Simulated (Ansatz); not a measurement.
The same path of C$_{4}$H$_{3}$B (8 atoms, charge 0, multiplicity 1) was run twice with different band settings. The coordinate that changes most is the dihedral H6–B1–C2–C3.

The calculation used RKS B3LYP/def2-SVP in Ansatz.

Relaxed end points:

```xyz
8
Properties=species:S:1:pos:R:3
B -0.543 -0.424 -1.307
C -0.106 0.217 0.016
C 0.921 0.164 0.939
C -0.126 0.020 1.925
C -0.726 1.023 1.110
H 0.107 -0.212 -2.299
H -1.527 -1.115 -1.348
H 2.001 0.328 0.963
```

```xyz
8
Properties=species:S:1:pos:R:3
B -0.542 -0.426 -1.306
C -0.108 0.219 0.015
C 0.920 0.167 0.938
C -0.126 0.018 1.924
C -0.727 1.022 1.111
H -1.523 -1.122 -1.345
H 0.106 -0.212 -2.299
H 2.000 0.334 0.962
```

Common settings: spring 5.0 eV/Å²; optimiser quadratic models (default); start path IDPP; force threshold 0.05 eV/Å; iteration limit 60; end points relaxed.

| run | movable images | climbing image |
| --- | --- | --- |
| 1 | 5 | yes |
| 2 | 4 | no |

Task: What does each run give, and how far can it be trusted?

Result: Run 1: converged after 12 iterations, highest image 0.093 eV above the first end. A vibrational analysis at the climbing image gives one clearly imaginary mode, 181i cm⁻¹: a first-order saddle point.
Run 2: converged after 9 iterations, highest image 0.093 eV above the first end. No image climbed, so the highest image needn't sit at the top of the path.
